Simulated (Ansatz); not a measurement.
C₄NiO₄ (SMILES [O+]#[C-]->[Ni](<-[C-]#[O+])(<-[C-]#[O+])<-[C-]#[O+]), singlet, geometry from GFN2-xTB (such geometries of metal compounds can be far from the true shape); Ansatz (an electronic-structure program) with PBE/STO-3G.

Ansatz was given this input:
Ansatz 0.2 input:
```yaml
crystal:
  periodic: [false, false, false]
  atoms:
    - {symbol: Ni, position_ang: [-0.00003582, -0.00773716, 0.01960940]}
    - {symbol: O, position_ang: [1.93923716, 1.49032821, -1.61885180]}
    - {symbol: C, position_ang: [1.19284818, 0.91499975, -0.99111156]}
    - {symbol: O, position_ang: [1.44317332, -1.42618256, 2.16326098]}
    - {symbol: C, position_ang: [0.88547197, -0.88079153, 1.34248493]}
    - {symbol: O, position_ang: [-1.42199832, -1.96263108, -1.66803699]}
    - {symbol: C, position_ang: [-0.87547925, -1.21207300, -1.01987292]}
    - {symbol: O, position_ang: [-1.94751852, 1.86910439, 1.19287458]}
    - {symbol: C, position_ang: [-1.19927282, 1.14744715, 0.74402434]}
basis:
  gaussian:
    orbitals: STO-3G
    final_grid: {core_spheres: 6, valence_spheres: 12, degree: 29}
hamiltonian:
  xc: pbe
```

It wrote (shortened):

```
Functional definition: PBE
719 factors; integrals over basis functions are off by at most 6.5e-4 eV
mean field evaluation 1: about -52205.4393 eV, gradient 2.8e2 eV
mean field evaluation 2: about -51587.9381 eV, gradient 4.8e2 eV
mean field evaluation 4: about -52163.6322 eV, gradient 2.8e2 eV
mean field evaluation 8: about -52489.5639 eV, gradient 1.9e2 eV
mean field evaluation 16: about -52736.6973 eV, gradient 1.3e-3 eV
mean field -52736.69732371 eV, -1938.0378804292 hartree, gradient 1.5e-5 eV, S^2 0.000000; 0 other end points of the search recorded, 0 dependent functions left out
reference -52736.69734545 eV, -1938.0378812278 hartree; 42, 42 occupied and 16, 16 virtual orbitals, 719 factors
Total energy: -52736.69734545 eV, -1938.0378812278 hartree
```
